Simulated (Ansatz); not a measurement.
Harmonic vibrations of `C[SiH2][O][ZnH]` by finite differences.

```yaml
crystal:
  periodic: [false, false, false]
  atoms:
    - {symbol: C, position_ang: [-1.737397, 0.349761, -0.146755]}
    - {symbol: Si, position_ang: [-0.152830, -0.408673, 0.472013]}
    - {symbol: O, position_ang: [1.119758, 0.202846, -0.329259]}
    - {symbol: Zn, position_ang: [2.865364, 0.178031, -0.579158]}
    - {symbol: H, position_ang: [-2.594481, -0.062140, 0.393620]}
    - {symbol: H, position_ang: [-1.733436, 1.432981, -0.003292]}
    - {symbol: H, position_ang: [-1.877018, 0.147046, -1.211285]}
    - {symbol: H, position_ang: [-0.218458, -1.893035, 0.300996]}
    - {symbol: H, position_ang: [-0.024466, -0.146711, 1.938574]}
    - {symbol: H, position_ang: [4.352954, 0.199894, -0.835454]}
basis:
  gaussian: {orbitals: def2-TZVP}
hamiltonian: {xc: pbe0, dispersion: d4}
phonons: {temperatures: {t_min: 298.15, t_max: 900, t_step: 200}}
```

```sh
$ ansatz run in.yaml --threads 2 --pin off --events-out ev --progress --plain --max-ram 32768MiB --backend cuda --devices 0, --max-vram 18GiB
```

It prints (some lines left out):

```
Functional definition: PBE0
mean field -59468.92727675 eV, -2185.4427679339 hartree, gradient 6.3e-5 eV, S^2 0.000000; 0 other end points of the search recorded, 0 dependent functions left out
mean field -59468.92712095 eV, -2185.4427622084 hartree, gradient 1.8e-6 eV, S^2 0.000000; 0 other end points of the search recorded, 0 dependent functions left out
mean field -59468.92717566 eV, -2185.4427642190 hartree, gradient 8.6e-7 eV, S^2 0.000000; 0 other end points of the search recorded, 0 dependent functions left out
mean field -59468.92712895 eV, -2185.4427625025 hartree, gradient 1.3e-6 eV, S^2 0.000000; 0 other end points of the search recorded, 0 dependent functions left out
mean field -59468.92712348 eV, -2185.4427623013 hartree, gradient 1.3e-6 eV, S^2 0.000000; 0 other end points of the search recorded, 0 dependent functions left out
mean field -59468.92711717 eV, -2185.4427620694 hartree, gradient 1.4e-6 eV, S^2 0.000000; 0 other end points of the search recorded, 0 dependent functions left out
mean field -59468.92713114 eV, -2185.4427625829 hartree, gradient 1.3e-6 eV, S^2 0.000000; 0 other end points of the search recorded, 0 dependent functions left out
mean field -59468.92714552 eV, -2185.4427631112 hartree, gradient 1.8e-6 eV, S^2 0.000000; 0 other end points of the search recorded, 0 dependent functions left out
mean field -59468.92715966 eV, -2185.4427636310 hartree, gradient 1.3e-6 eV, S^2 0.000000; 0 other end points of the search recorded, 0 dependent functions left out
mean field -59468.92717087 eV, -2185.4427640428 hartree, gradient 1.1e-6 eV, S^2 0.000000; 0 other end points of the search recorded, 0 dependent functions left out
mean field -59468.92717590 eV, -2185.4427642276 hartree, gradient 2.8e-6 eV, S^2 0.000000; 0 other end points of the search recorded, 0 dependent functions left out
mean field -59468.92719211 eV, -2185.4427648234 hartree, gradient 2.9e-6 eV, S^2 0.000000; 0 other end points of the search recorded, 0 dependent functions left out
mean field -59468.92714663 eV, -2185.4427631519 hartree, gradient 1.4e-6 eV, S^2 0.000000; 0 other end points of the search recorded, 0 dependent functions left out
mean field -59468.92714773 eV, -2185.4427631926 hartree, gradient 1.8e-6 eV, S^2 0.000000; 0 other end points of the search recorded, 0 dependent functions left out
mean field -59468.92713221 eV, -2185.4427626220 hartree, gradient 1.8e-6 eV, S^2 0.000000; 0 other end points of the search recorded, 0 dependent functions left out
mean field -59468.92724670 eV, -2185.4427668294 hartree, gradient 2.5e-6 eV, S^2 0.000000; 0 other end points of the search recorded, 0 dependent functions left out
mean field -59468.92726386 eV, -2185.4427674601 hartree, gradient 1.4e-6 eV, S^2 0.000000; 0 other end points of the search recorded, 0 dependent functions left out
mean field -59468.92724539 eV, -2185.4427667812 hartree, gradient 1.5e-6 eV, S^2 0.000000; 0 other end points of the search recorded, 0 dependent functions left out
mean field -59468.92724248 eV, -2185.4427666744 hartree, gradient 2.9e-6 eV, S^2 0.000000; 0 other end points of the search recorded, 0 dependent functions left out
mean field -59468.92719024 eV, -2185.4427647546 hartree, gradient 2.0e-6 eV, S^2 0.000000; 0 other end points of the search recorded, 0 dependent functions left out
mean field -59468.92712917 eV, -2185.4427625103 hartree, gradient 2.5e-6 eV, S^2 0.000000; 0 other end points of the search recorded, 0 dependent functions left out
mean field -59468.92727486 eV, -2185.4427678644 hartree, gradient 1.8e-6 eV, S^2 0.000000; 0 other end points of the search recorded, 0 dependent functions left out
mean field -59468.92726171 eV, -2185.4427673811 hartree, gradient 1.3e-6 eV, S^2 0.000000; 0 other end points of the search recorded, 0 dependent functions left out
mean field -59468.92725517 eV, -2185.4427671410 hartree, gradient 1.6e-6 eV, S^2 0.000000; 0 other end points of the search recorded, 0 dependent functions left out
mean field -59468.92727560 eV, -2185.4427678918 hartree, gradient 1.7e-6 eV, S^2 0.000000; 0 other end points of the search recorded, 0 dependent functions left out
mean field -59468.92720152 eV, -2185.4427651694 hartree, gradient 2.5e-6 eV, S^2 0.000000; 0 other end points of the search recorded, 0 dependent functions left out
mean field -59468.92721645 eV, -2185.4427657178 hartree, gradient 1.8e-6 eV, S^2 0.000000; 0 other end points of the search recorded, 0 dependent functions left out
mean field -59468.92725174 eV, -2185.4427670149 hartree, gradient 1.5e-6 eV, S^2 0.000000; 0 other end points of the search recorded, 0 dependent functions left out
mean field -59468.92725146 eV, -2185.4427670047 hartree, gradient 1.7e-6 eV, S^2 0.000000; 0 other end points of the search recorded, 0 dependent functions left out
mean field -59468.92724331 eV, -2185.4427667049 hartree, gradient 1.7e-6 eV, S^2 0.000000; 0 other end points of the search recorded, 0 dependent functions left out
mean field -59468.92724122 eV, -2185.4427666281 hartree, gradient 2.6e-6 eV, S^2 0.000000; 0 other end points of the search recorded, 0 dependent functions left out
mean field -59468.92726193 eV, -2185.4427673892 hartree, gradient 1.1e-6 eV, S^2 0.000000; 0 other end points of the search recorded, 0 dependent functions left out
mean field -59468.92726861 eV, -2185.4427676347 hartree, gradient 9.0e-7 eV, S^2 0.000000; 0 other end points of the search recorded, 0 dependent functions left out
mean field -59468.92717531 eV, -2185.4427642059 hartree, gradient 1.8e-6 eV, S^2 0.000000; 0 other end points of the search recorded, 0 dependent functions left out
mean field -59468.92717340 eV, -2185.4427641358 hartree, gradient 7.8e-7 eV, S^2 0.000000; 0 other end points of the search recorded, 0 dependent functions left out
mean field -59468.92726166 eV, -2185.4427673793 hartree, gradient 1.7e-6 eV, S^2 0.000000; 0 other end points of the search recorded, 0 dependent functions left out
mean field -59468.92726304 eV, -2185.4427674300 hartree, gradient 1.6e-6 eV, S^2 0.000000; 0 other end points of the search recorded, 0 dependent functions left out
mean field -59468.92725363 eV, -2185.4427670844 hartree, gradient 1.1e-6 eV, S^2 0.000000; 0 other end points of the search recorded, 0 dependent functions left out
mean field -59468.92727383 eV, -2185.4427678264 hartree, gradient 9.6e-7 eV, S^2 0.000000; 0 other end points of the search recorded, 0 dependent functions left out
mean field -59468.92726320 eV, -2185.4427674359 hartree, gradient 1.3e-6 eV, S^2 0.000000; 0 other end points of the search recorded, 0 dependent functions left out
mean field -59468.92725858 eV, -2185.4427672660 hartree, gradient 1.6e-6 eV, S^2 0.000000; 0 other end points of the search recorded, 0 dependent functions left out
mean field -59468.92716950 eV, -2185.4427639925 hartree, gradient 7.6e-7 eV, S^2 0.000000; 0 other end points of the search recorded, 0 dependent functions left out
mean field -59468.92718516 eV, -2185.4427645682 hartree, gradient 1.8e-6 eV, S^2 0.000000; 0 other end points of the search recorded, 0 dependent functions left out
mean field -59468.92726576 eV, -2185.4427675301 hartree, gradient 1.9e-6 eV, S^2 0.000000; 0 other end points of the search recorded, 0 dependent functions left out
mean field -59468.92727284 eV, -2185.4427677901 hartree, gradient 2.1e-6 eV, S^2 0.000000; 0 other end points of the search recorded, 0 dependent functions left out
mean field -59468.92722582 eV, -2185.4427660623 hartree, gradient 2.2e-6 eV, S^2 0.000000; 0 other end points of the search recorded, 0 dependent functions left out
mean field -59468.92722369 eV, -2185.4427659840 hartree, gradient 1.2e-6 eV, S^2 0.000000; 0 other end points of the search recorded, 0 dependent functions left out
mean field -59468.92726763 eV, -2185.4427675989 hartree, gradient 2.5e-6 eV, S^2 0.000000; 0 other end points of the search recorded, 0 dependent functions left out
mean field -59468.92727064 eV, -2185.4427677095 hartree, gradient 2.3e-6 eV, S^2 0.000000; 0 other end points of the search recorded, 0 dependent functions left out
mean field -59468.92727129 eV, -2185.4427677331 hartree, gradient 1.9e-6 eV, S^2 0.000000; 0 other end points of the search recorded, 0 dependent functions left out
mean field -59468.92726664 eV, -2185.4427675624 hartree, gradient 2.1e-6 eV, S^2 0.000000; 0 other end points of the search recorded, 0 dependent functions left out
mean field -59468.92726424 eV, -2185.4427674741 hartree, gradient 2.2e-6 eV, S^2 0.000000; 0 other end points of the search recorded, 0 dependent functions left out
mean field -59468.92727254 eV, -2185.4427677793 hartree, gradient 2.4e-6 eV, S^2 0.000000; 0 other end points of the search recorded, 0 dependent functions left out
mean field -59468.92723149 eV, -2185.4427662706 hartree, gradient 1.2e-6 eV, S^2 0.000000; 0 other end points of the search recorded, 0 dependent functions left out
mean field -59468.92722001 eV, -2185.4427658488 hartree, gradient 2.1e-6 eV, S^2 0.000000; 0 other end points of the search recorded, 0 dependent functions left out
mean field -59468.92725043 eV, -2185.4427669666 hartree, gradient 2.7e-6 eV, S^2 0.000000; 0 other end points of the search recorded, 0 dependent functions left out
mean field -59468.92721395 eV, -2185.4427656262 hartree, gradient 6.1e-7 eV, S^2 0.000000; 0 other end points of the search recorded, 0 dependent functions left out
mean field -59468.92727568 eV, -2185.4427678944 hartree, gradient 1.2e-6 eV, S^2 0.000000; 0 other end points of the search recorded, 0 dependent functions left out
mean field -59468.92727285 eV, -2185.4427677907 hartree, gradient 1.2e-6 eV, S^2 0.000000; 0 other end points of the search recorded, 0 dependent functions left out
mean field -59468.92726934 eV, -2185.4427676614 hartree, gradient 1.4e-6 eV, S^2 0.000000; 0 other end points of the search recorded, 0 dependent functions left out
mean field -59468.92727674 eV, -2185.4427679335 hartree, gradient 1.2e-6 eV, S^2 0.000000; 0 other end points of the search recorded, 0 dependent functions left out
Total energy: -59469.08943446 eV, -2185.4487271199 hartree
Atom 0 at    -1.737397     0.349761    -0.146755 Å, force     0.000179    -0.000771    -0.002147 eV/Å
Atom 1 at    -0.152830    -0.408673     0.472013 Å, force     0.001259     0.004548     0.002655 eV/Å
Atom 2 at     1.119758     0.202846    -0.329259 Å, force    -0.000425    -0.004869     0.002245 eV/Å
Atom 3 at     2.865364     0.178031    -0.579158 Å, force    -0.001018     0.001492    -0.001042 eV/Å
Atom 4 at    -2.594481    -0.062140     0.393620 Å, force    -0.000892    -0.000705     0.000972 eV/Å
Atom 5 at    -1.733436     1.432981    -0.003292 Å, force     0.001266    -0.000300     0.000155 eV/Å
Atom 6 at    -1.877018     0.147046    -1.211285 Å, force    -0.001442     0.000197    -0.002737 eV/Å
Atom 7 at    -0.218458    -1.893035     0.300996 Å, force    -0.000753     0.001007    -0.001625 eV/Å
Atom 8 at    -0.024466    -0.146711     1.938574 Å, force     0.001590    -0.000813     0.001564 eV/Å
Atom 9 at     4.352954     0.199894    -0.835454 Å, force     0.000236     0.000214    -0.000039 eV/Å
Dipole moment:     0.218137     0.065065    -0.107880 e Å
Vibrations: 25.17 62.19 164.89 211.02 469.46 481.37 498.65 500.48 695.35 737.09 760.91 877.63 941.09 977.76 1052.55 1271.69 1444.20 1449.71 2003.57 2161.90 2173.98 3047.23 3130.80 3137.20 cm⁻¹, zero-point energy 1.752881 eV
```

It took 2.3 min on 2 threads of an AMD EPYC 7R13 on a shared host and a share of an NVIDIA H100 80 GB, with 0.83 GiB of host memory at the peak.
